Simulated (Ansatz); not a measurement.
CH4OSSn, SMILES [Sn]([O]C)[SH] (connectivity only; charge and spin as stated), neutral, multiplicity 1.

Geometry: B3LYP-D3(BJ)/def2-SVP. The structure was generated by enumeration; whether it is a known compound was not checked. The def2 effective core potentials stand for the cores of Sn; spin–orbit coupling is left out. Other conformers were not sampled.

Two levels are set side by side: PBE/def2-SVPD (Ansatz, a quantum-chemistry and plane-wave program) and PBE0/def2-SVPD (Ansatz). Energy differences of separate SCF runs at the same geometry; the states with an electron removed or added have multiplicity 2 and 2. Differences are taken from unrounded values.

```json
[
 {"quantity": "vertical ionisation energy (eV)", "PBE0": "9.33"},
 {"quantity": "vertical electron affinity (eV)", "PBE0": "0.70"},
 {"quantity": "vertical singlet–triplet gap (eV)", "PBE0": "3.00"}
]
```

Q: What does PBE give, and how far is it from PBE0? (The exact figures need the calculation; the answer reports its results.)

A: 
```tsv
quantity	PBE	PBE minus PBE0
vertical ionisation energy (eV)	9.03	-0.30
vertical electron affinity (eV)	0.55	-0.15
vertical singlet–triplet gap (eV)	3.06	0.06
```
